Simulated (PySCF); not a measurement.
C₆H₈, SMILES C#CC1(C)CC1.

Geometry: ωB97X-D3(BJ)/def2-SVP.

The numbers are results of TDA-PBE0/def2-SVPD (PySCF 2.14.0), not measurements.

Vertical excitations.  State labels are in the subgroup Cs.

```tsv
state	symmetry	energy (eV)	λ (nm)	f	main pairs
S1	A"	6.33	196	0.000	HOMO→LUMO+1 86 %
S2	A'	6.71	185	0.024	HOMO→LUMO+2 53 %, HOMO−1→LUMO+1 39 %
S3	A"	6.86	181	0.001	HOMO−1→LUMO+2 88 %
S4	A"	6.91	179	0.056	HOMO→LUMO 95 %
S5	A'	7.44	167	0.064	HOMO−1→LUMO 92 %
S6	A"	7.52	165	0.003	HOMO→LUMO+3 94 %
S7	A'	7.78	159	0.010	HOMO→LUMO+4 92 %
S8	A"	7.90	157	0.000	HOMO→LUMO+5 92 %
S9	A'	8.05	154	0.005	HOMO−1→LUMO+3 87 %
S10	A"	8.11	153	0.000	HOMO→LUMO+6 93 %
T1	A'	5.21	238	0	HOMO→LUMO+2 54 %, HOMO−1→LUMO+1 28 %
T2	A"	5.69	218	0	HOMO→LUMO+1 62 %, HOMO−1→LUMO+2 22 %
T3	A'	5.74	216	0	HOMO−1→LUMO+1 53 %, HOMO→LUMO+2 31 %
T4	A"	6.52	190	0	HOMO−1→LUMO+2 67 %, HOMO→LUMO+1 25 %
```
Triplets are in the Tamm–Dancoff approximation.
